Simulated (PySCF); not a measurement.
# Excitation energy of Al⁺ by level of theory

Al⁺ [Ne] 3s2 (1S) → Al⁺ [Ne] 3s1 3p1, s spin flipped, as a difference of total energies. All numbers are calculated (PySCF 2.14, no relativity, point nucleus, in aug-cc-pV(Q+d)Z (7s6p5d3f2g, 89 functions)). Correlated levels: valence: [Ne] frozen. The calculations carry no spin-orbit coupling.

```
           method  excitation energy (cm⁻¹)
              UHF                     44797
    MP2 (valence)                     45533
SCS-MP2 (valence)                     45680
```

The upper determinant mixes two multiplicities, so it lies between the two terms.

The coupled-cluster amplitudes are large for the upper state (T1 above 0.03 or a double amplitude above 0.15), so a single reference is strained.
